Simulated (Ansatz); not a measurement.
Consider the redistribution: `CCB(S)S` + `C[O][Ge][F]` → `COB(S)S` + `C[CH2][Ge][F]`.

Calculated with Ansatz (gas phase, PBE0-D4/def2-TZVP geometries, no zero-point term in ΔE). CBS: MP2 limit from def2 TZ/QZ plus the TZ coupled-cluster correction, frozen cores. This one scheme is used for every species. DFT in def2-TZVPP. B3LYP here is the variant with VWN-RPA as its local correlation; programs differ in this. For Ge outer-core shells are correlated without core-valence functions, which leaves a few kJ/mol of doubt a bond. Scalar relativity is left out up to krypton. One conformer a species, not always the lowest.

```csv
level,ΔE (kJ/mol)
PBE0-D4,15.8
ωB97M-V,16.1
B3LYP,16.8
CCSD/def2-TZVPP,12.3
HF/def2-QZVPP,6.7
MP2/def2-QZVPP,19.6
SCS-MP2/def2-QZVPP,17.8
CCSD/CBS(def2),12.4
```

**Question.** What does CCSD(T)/CBS give? (Estimate.)

**Answer.** The calculation gave: +15.0 kJ/mol. The listed levels differ from it by 0.8, 1.1, 1.8, -2.7, -8.3, 4.6, 2.8, -2.6 kJ/mol.

Largest T1 diagnostic among the species: 0.015.

From PBE to PBE0 (25 % exact exchange), in def2-TZVPP and without D4, ΔE moves by −5.0 kJ/mol. In def2-TZVPP, CCSD(T) changes the Hartree–Fock value by +8.6 kJ/mol (the triples alone add +2.6 kJ/mol) and MP2 by +13.2 kJ/mol.
